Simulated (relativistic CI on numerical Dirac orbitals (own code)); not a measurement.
# Fe⁵⁺: 3p photoemission

Computed with this model: Dirac-Coulomb-Breit CI, KLI orbitals optimised for each configuration, model QED, valence Slater integrals scaled by 0.9, multiplet model of photoemission in the sudden approximation; configurations [Ar] 3d3 → [Ne] 3s2 3p5 3d3; 300 K; Lorentzian 1.12 eV and Gaussian 0.6 eV FWHM. Energies are those of the free ion, without screening or charge transfer. The energies are binding energies and can lie tens of eV above those of solids. S is read from ⟨S²⟩ = S(S + 1).

Field parameters in Wybourne normalisation: Oh B⁴₀ = 21Dq, B⁴₄ = √(5/14) B⁴₀. The field is a parameter set, without covalency.

Computed curve for Oh, 10Dq = 5900 cm⁻¹, scaled to 100 at the maximum (points under 2 are left out and the grid is thinned):

(Energy (eV), Intensity): (142.2, 2.1), (142.8, 2.6), (143.4, 3.2), (143.8, 3.8), (144.4, 5.1), (145.0, 7.3), (145.6, 11.2), (146.2, 20.3), (146.8, 45.4), (147.2, 76.9), (147.8, 100.0), (148.4, 92.1), (149.0, 82.8), (149.6, 67.7), (150.0, 70.6), (150.6, 64.1), (151.2, 50.1), (151.8, 31.5), (152.4, 19.7), (152.8, 15.7), (153.4, 14.4), (154.0, 19.2), (154.6, 29.0), (155.2, 33.3), (155.8, 36.1), (156.2, 31.8), (156.8, 17.3), (157.4, 9.4), (158.0, 5.6), (158.6, 3.8), (159.0, 3.1), (159.6, 2.5), (160.2, 2.1), (161.4, 2.0), (162.0, 2.4), (162.4, 3.1), (163.0, 5.4), (163.6, 9.5), (164.2, 10.6), (164.8, 6.2), (165.4, 3.2), (165.8, 2.4), (167.4, 2.0), (168.0, 2.7), (168.6, 4.0), (169.2, 4.9), (169.6, 5.9), (170.2, 10.7), (170.8, 23.1), (171.4, 28.2), (172.0, 14.8), (172.4, 8.4), (173.0, 4.6), (173.6, 3.6), (174.2, 4.3), (174.8, 8.1), (175.4, 13.2), (175.8, 10.6), (176.4, 4.6), (177.0, 2.3)

The ground state has S = 1.50, and the centroid lies at 153.69 eV.
